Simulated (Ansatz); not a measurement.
A run for Ansatz (a program for electronic structure): R-RI-MP2/aug-cc-pV(Q+d)Z on HCl (SMILES Cl). Files ending in .json are basis or fitting sets from the Basis Set Exchange.

Ansatz 0.2 input:
```yaml
crystal:
  periodic: [false, false, false]
  atoms:
    - {symbol: Cl, position_ang: [-0.82228556, 0.45499640, -0.43238706]}
    - {symbol: H, position_ang: [-0.72558065, -0.38573706, 0.53624912]}
basis:
  gaussian:
    orbitals: aug-cc-pV_Q+d_Z.json
    fitting: {mean_field: def2-universal-JKFIT, correlation: aug-cc-pVQZ-RIFIT.json}
magnetization: {spin_polarized: false}
correlation: {method: mp2, electrons: outside_noble_gas}
scf: {lower_state_search: off}
```

Output:

```
Functional definition: HF
[...]
these checks for a lower state are left out or cut short: stability, starts, cluster_reference, orbital_swaps, neighbouring_geometries, increment
integrals: 0.03 GiB planned
146 factors; integrals over basis functions are off by at most 5.5e0 eV
274 factors; integrals over basis functions are off by at most 7.4e-1 eV
mean field: 0.13 GiB planned
mean field evaluation 1: about -12519.8758 eV, gradient 1.0e1 eV
mean field evaluation 2: about -12520.2273 eV, gradient 4.3e0 eV
mean field evaluation 4: about -12520.2778 eV, gradient 3.6e-1 eV
mean field evaluation 8: about -12520.2788 eV, gradient 9.7e-7 eV
mean field -12520.27880949 eV, -460.1117596989 hartree, gradient 9.7e-7 eV, S^2 0.000000; 0 other end points of the search recorded, 0 dependent functions left out
5 core orbitals not correlated
reference -12520.27880949 eV, -460.1117596989 hartree; 4, 4 occupied and 126, 126 virtual orbitals, 274 factors
second order -6.13038419 eV of doubles, -0.00000000 eV of singles
Total energy: -12526.40919368 eV, -460.3370471626 hartree
Checks for a lower state left out: stability, starts, cluster_reference, orbital_swaps, neighbouring_geometries, increment
```

The run converged.

Cost: very roughly 0.7 core-seconds.
